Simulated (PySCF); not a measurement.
Te(I)(iPr), C₃H₇ITe, SMILES CC(C)[Te]I at its CAM-B3LYP/def2-SVP optimised geometry (Å):

```
12

Te    -1.7697    -0.2986     0.0000
I     -2.1065     2.4015     0.0000
C      0.4237    -0.2986     0.0000
C      0.8591    -1.7406    -0.2304
C      1.0058     0.3013     1.2671
H      0.6903     0.3147    -0.8717
H      1.9596    -1.7927    -0.2628
H      0.5293    -2.4015     0.5876
H      0.4787    -2.1461    -1.1795
H      0.6605     1.3318     1.4302
H      2.1065     0.3241     1.1944
H      0.7361    -0.2944     2.1523
```

Level of theory: CAM-B3LYP/def2-TZVP, def2 effective core potentials past Kr run with PySCF 2.14.0. The core electrons that the potentials of I, Te replace are not part of the density. Cells within 0.4 Å of a nucleus heavier than hydrogen are left out (blank, or x).

Map of the log10 of the electron density (e/bohr³), floored at −4 on the plane z = 1.5 Å:

```
|00000111111100000000000000000|
|00011222222210000000000000000|
|00122334433221000000000000000|
|01233444444332100000000000000|
|01234555555432210000000000000|
|12344566665443222110000000000|
|12345566665543333322100000000|
|12345566665543445443210000000|
|12344566665444566654322100000|
|01234555555445678875443210000|
|01234455554445689976654321000|
|01123445554445789987765431000|
|00123455555445789998876532000|
|00123455665555789xx9987542000|
|00234556666555789x98886532000|
|01234556666555678987765431000|
|01234556666555677776654321000|
|00133455665544556665443210000|
|00123445555444445544332100000|
|00122344444433444443221000000|
|00012233333333445443221000000|
|00001122222223455543211000000|
|00000011111123455443210000000|
|00000000000123344432100000000|
|00000000000012333321100000000|
|00000000000001122210000000000|
|00000000000000011000000000000|
|00000000000000000000000000000|
|00000000000000000000000000000|
```
Scale: ten equal steps from -4.00 (start of '0') to -0.446 (end of '9'), in the order '0123456789'; x runs from -4.50 to 4.50, y from -4.50 (bottom) to 4.50 (top).
